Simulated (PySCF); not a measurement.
Zn(Me)(OSiH3) (CH6OSiZn), SMILES [CH3][Zn][O][SiH3]. Heavy atoms are numbered as in [Zn:1]([CH3:2])[O:6][SiH3:7]. Hydrogens are named by the atom that carries them.

Geometry: PBE-D3(BJ)/def2-SVP. The structure was generated by enumeration; whether it is a known compound was not checked. Other conformers were not sampled.

Calculation: PySCF with B3LYP/pcSseg-1.

GIAO shieldings, no solvent; atoms alike by connectivity are averaged. δ = σ(ref) − σ: ¹³C against TMS (σ = 181.3 ppm); ¹H against TMS (σ = 31.68 ppm); ¹⁷O against H2O (σ = 333.8 ppm); ²⁹Si against TMS (σ = 338.7 ppm), references at their B3LYP-D3(BJ)/def2-TZVP geometries, non-relativistic.

Computed chemical shifts:
```csv
nucleus,atoms,count,δ (ppm)
¹³C,C2 (CH3),1,-16.0
¹H,H on Si7,3,5.49
¹H,H on C2,3,0.43
¹⁷O,O6,1,28.4
²⁹Si,Si7 (SiH3),1,-44.9
```
